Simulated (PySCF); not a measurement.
## Basis and Hamiltonian dependence of the excitation energy of Se

Se [Ar] 3d10 4s2 4p4 (3P) → Se [Ar] 3d10 4s1 4p5 (3P). Calculated with PySCF 2.14 from differences of total energies of unrestricted determinants, without spin-orbit coupling. Values in eV.

| basis | Hamiltonian | functions | UHF | PBE | PBE0 | MP2 (valence) | CCSD(T) (valence) | CCSD(T) (valence and next inner shell) |
| --- | --- | --- | --- | --- | --- | --- | --- | --- |
| aug-cc-pVDZ-PP with ECP10MDF | ECP | 32 | 11.727 | 10.749 | 11.025 | 10.777 | 9.267 | n/a |
| aug-cc-pVDZ-DK | spin-free X2C | 36 | 11.753 | 10.755 | 11.039 | 10.805 | 9.320 | n/a |
| ANO-RCC-VTZP | spin-free X2C | 43 | 11.737 | 10.741 | 11.022 | 10.863 | 9.582 | 9.659 |
| aug-cc-pwCVDZ-PP with ECP10MDF | ECP | 48 | 11.730 | 10.738 | 11.017 | 10.780 | n/a | 9.456 |
| x2c-TZVPPall | spin-free X2C | 48 | 11.745 | 10.711 | 11.001 | 10.864 | 9.639 | 9.733 |
| aug-cc-pVTZ-PP with ECP10MDF | ECP | 55 | 11.735 | 10.745 | 11.023 | 10.854 | 9.102 | n/a |
| x2c-TZVPPall with one added diffuse shell each of s, p, d type | spin-free X2C | 57 | 11.729 | 10.716 | 11.002 | 10.860 | 9.128 | 9.236 |
| aug-cc-pVTZ-PP with one added diffuse shell each of s, d, f type with ECP10MDF | ECP | 68 | 11.736 | 10.745 | 11.023 | 10.855 | 8.844 | n/a |
| aug-cc-pVQZ-PP with ECP10MDF | ECP | 89 | 11.734 | 10.745 | 11.022 | 10.840 | 9.031 | n/a |
| dyall-av2z | non-relativistic | 92 | 11.190 | 10.150 | 10.442 | 10.246 | 8.892 | n/a |
| aug-cc-pVQZ-DK | spin-free X2C | 93 | 11.733 | 10.734 | 11.016 | 10.846 | 9.054 | n/a |
| x2c-QZVPPall | spin-free X2C | 97 | 11.738 | 10.735 | 11.018 | 10.868 | 9.727 | n/a |
| def2-QZVPPD | non-relativistic | 98 | 11.178 | 10.122 | 10.420 | 10.309 | 8.838 | n/a |

Q: Estimate the row for aug-cc-pVQZ-PP with one added diffuse shell each of s, p, d, f, g type with ECP10MDF (ECP, 114 functions).

A: From the rows with the same Hamiltonian and similar size; the calculation gives UHF 11.73; PBE 10.74; PBE0 11.02; MP2 (valence) 10.84 (eV).

Frozen in the all-electron rows: valence: [Ar] 3d10; valence and next inner shell: [Ne]; with a core potential, the same shells as far as they lie outside it.

Non-relativistic rows lack the scalar-relativistic shift. The upper state lies above the first ionisation limit, where it may autoionise and the basis confines it.
